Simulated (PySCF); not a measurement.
PySCF job for C₅H₁₄Cl₂GeSi, SMILES [SiH](Cl)(C[CH2][Ge]([CH3])([CH3])[CH3])Cl, B3LYP/pcSseg-1. Geometry: PBE0-D3(BJ)/def2-SVP. The structure was generated by enumeration, and PubChem lists no compound with its InChIKey, so it may never have been made. One conformer was computed; it need not be the lowest.

```python
import numpy as np
from pyscf import gto, scf, dft
from pyscf.prop.nmr import rks as nmr

mol = gto.M(
    atom='''
    Si    2.31980203   -0.02975800    0.75476108
    Cl    3.07427971    1.06151816   -0.83165229
    Cl    3.00979648    0.79935145    2.51732498
    C     0.45892663    0.03511181    0.70493577
    C    -0.12317822   -0.55105418   -0.58336025
    Ge   -2.08859997   -0.45216159   -0.67954703
    C    -2.63171858    1.42456005   -0.58188619
    C    -2.85122548   -1.43861223    0.82868386
    C    -2.68470356   -1.23815251   -2.36738914
    H     2.86988281   -1.40564433    0.65092647
    H     0.09093458   -0.50008437    1.59842573
    H     0.16487469    1.09030827    0.84086129
    H     0.28509063   -0.02254105   -1.46133040
    H     0.16943712   -1.60924007   -0.69827296
    H    -3.72670208    1.51247141   -0.64649199
    H    -2.19155281    2.00117145   -1.40941559
    H    -2.31020636    1.88104816    0.36631818
    H    -2.54103797   -2.49418933    0.80278392
    H    -3.95057428   -1.40400065    0.79512633
    H    -2.52788109   -1.00648489    1.78764906
    H    -3.78101489   -1.19333872   -2.45079612
    H    -2.25295163   -0.69685934   -3.22260881
    H    -2.37822802   -2.29273526   -2.43666525
    ''',
    basis='pcSseg-1',
    charge=0,
    spin=0,
    max_memory=1600,
    verbose=3,
)
mf = dft.RKS(mol, xc='b3lyp').density_fit(auxbasis='def2-universal-jkfit')
mf.grids.level = 3
mf.conv_tol = 1e-10
mf.max_cycle = 100
mf.kernel()
n = nmr.NMR(mf)
n.verbose = 2
n.max_cycle_cphf = 60
sigma = n.kernel()
print('atom   isotropic/ppm   span/ppm')
for i, s in enumerate(sigma):
    w = np.linalg.eigvalsh((s + s.T) / 2)
    print(f'{mol.atom_symbol(i):2s}{i + 1:3d} {w.mean():14.3f} {w[2] - w[0]:11.3f}')
```

Output:

```
converged SCF energy = -3485.81602103675
atom   isotropic/ppm   span/ppm
Si  1        308.462      80.290
Cl  2        888.860     211.913
Cl  3        864.504     240.934
C   4        159.561      27.878
C   5        169.123      13.726
Ge  6       1283.263      20.900
C   7        183.456      14.449
C   8        183.311      14.127
C   9        180.656      11.576
H  10         25.877       8.444
H  11         30.553      10.842
H  12         30.541       9.423
H  13         30.763      12.694
H  14         31.112      11.035
H  15         31.306      13.333
H  16         31.399      12.323
H  17         31.064      12.128
H  18         31.464      12.454
H  19         31.299      13.229
H  20         31.108      12.315
H  21         31.221      13.368
H  22         31.248      12.655
H  23         31.288      12.625
```

Self-consistency was reached.

Cost: around 3 core-minutes (rough).
